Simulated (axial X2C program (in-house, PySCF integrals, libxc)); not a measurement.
Bond lengths and stretching modes, held linear, of CSbO

Computed with an axial X2C code built on PySCF integrals: two-component X2C with atomic mean-field Coulomb and Gaunt terms, Gaussian nuclei, basis C dyall-v3z, Sb dyall-v3z, O dyall-av3z with contracted cores. Spin-free rows use the one-electron spin-free X2C Hamiltonian.

Masses C 12.000, Sb 120.904, O 15.995 u. States: 2c Ω = 3/2 (beyond evenly filled blocks: ω = 3/2); spin-free M_S = 1/2, Λ = 1 (beyond evenly filled blocks: π+α, π+β, π-α).

r2SCAN, spin-free: energies above the lowest point

```csv
r(C–Sb) (Å),r(Sb–O) (Å),E (meV)
1.9373,1.7726,92.38
1.9373,1.8180,24.89
1.9373,1.8634,32.28
1.9870,1.7726,65.72
1.9870,1.8180,0.00
1.9870,1.8634,9.65
1.9870,1.9089,77.36
2.0367,1.7726,83.18
2.0367,1.8180,18.83
2.0367,1.8634,30.26
2.0864,1.8180,69.57
2.0864,1.9089,154.02
```

Question: Fit a quadratic surface with cubic terms in each bond: where is the minimum, and what are the two stretching wavenumbers?

Answer: At r2SCAN, spin-free: bonds 1.987 and 1.834 Å; harmonic stretches 657.0 and 807.5 cm⁻¹; force constants 2.83, 5.39 and coupling 0.13 mdyn/Å.

The other levels and Hamiltonians give:

| Hamiltonian | level | r(C–Sb) (Å) | r(Sb–O) (Å) | lower stretch (cm⁻¹) | upper stretch (cm⁻¹) |
| --- | --- | --- | --- | --- | --- |
| 2c | PBE0 | 1.983 | 1.817 | 645.0 | 842.0 |
| 2c | HF | 2.089 | 1.954 | 418.5 | 520.4 |
| 2c | r2SCAN | 1.994 | 1.834 | 640.4 | 810.4 |
| spin-free | PBE0 | 1.975 | 1.817 | 668.1 | 838.6 |
| spin-free | HF | 2.097 | 1.956 | 393.6 | 506.9 |
| spin-free | MP2 | 2.071 | 1.751 | 137.5 | 404.7 |

Each state is one determinant, the lowest of a limited PBE0 search; the stretches come from a fit to these few points and carry an uncertainty of a few per cent. Other orders of the atoms were not compared. Left out for rough or failed fits: MP2 2c. The levels spread by more than a fifth, so the stretches depend strongly on the method. MP2 freezes inner shells (threshold -2 hartree). The molecule was held linear; bending was not examined, so a bent shape may lie lower. Note: functional without a current term on a determinant with orbital currents, of the molecule or an atom.
